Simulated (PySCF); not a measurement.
Do core-level shifts follow atomic charges?

C3H5FOSi.
SMILES with atom numbers: `[O:1]=[CH:2]/[CH:3]=[C:4](\[F:5])[SiH3:6]`

Cartesian coordinates in Å at the GFN2-xTB level; atoms count from 1:
```
atom  x, y, z in Å
O1     3.1964    0.3700   -0.7447
C2     2.2685   -0.0483   -0.0992
C3     0.8657    0.2370   -0.3915
C4    -0.1672   -0.2248    0.3210
F5     0.0822   -1.0114    1.3892
Si6   -2.0244    0.0807    0.0327
H7     2.4272   -0.6951    0.7828
H8     0.6635    0.8659   -1.2447
H9    -2.1313    0.9362   -1.1446
H10   -2.6384   -1.2299   -0.1684
H11   -2.5368    0.7223    1.2415
```

Binding energies: delta-SCF UKS SCAN, pcX-2 on the ionised atom, pcseg-1 elsewhere, spin-free X2C (PySCF 2.14.0). Charges: PBE0/pcSseg-1 ground-state density, for the ionised atom.

```
atom         environment  C 1s (eV)  Mulliken (e)  IAO (e)  Hirshfeld (e)  ESP (e)
  C3    alkene CH carbon     290.97        -0.283   -0.249         -0.083   -0.329
  C4  vinylic C–F carbon     293.06        +0.069   +0.063         +0.024   +0.048
  C2     aldehyde carbon     293.32        +0.291   +0.247         +0.112   +0.532
```

**Question.** Give the correlation coefficient and slope of binding energy on charge for each scheme.

**Answer.** IAO: r = 0.96, slope 4.9 eV per e; Mulliken: r = 0.96, slope 4.3 eV per e; Hirshfeld: r = 0.93, slope 12.3 eV per e; ESP: r = 0.88, slope 2.6 eV per e. On 3 points no scheme stands out.

**Question.** The point-charge model writes a binding energy as kq + V + constant, with V the potential of the other atoms' charges at the site. What does it give with the ESP charges?

**Answer.** V = Σ 14.40 eV Å × q/r over all other atoms: +5.40 eV at C3, -0.83 eV at C4, -7.43 eV at C2. Fitting binding energy − V to q gives k = 17.5 eV per e and leaves an rms residual of 0.79 eV, against 0.50 eV for the fit on q alone. The model has no term for differences in relaxation between sites.

Spin contamination (⟨S²⟩ against 0.75 for a pure doublet) is marked for C 1s of C4 (0.86), which makes this value less certain. Geometry: GFN2-xTB, one conformer, isolated molecule.
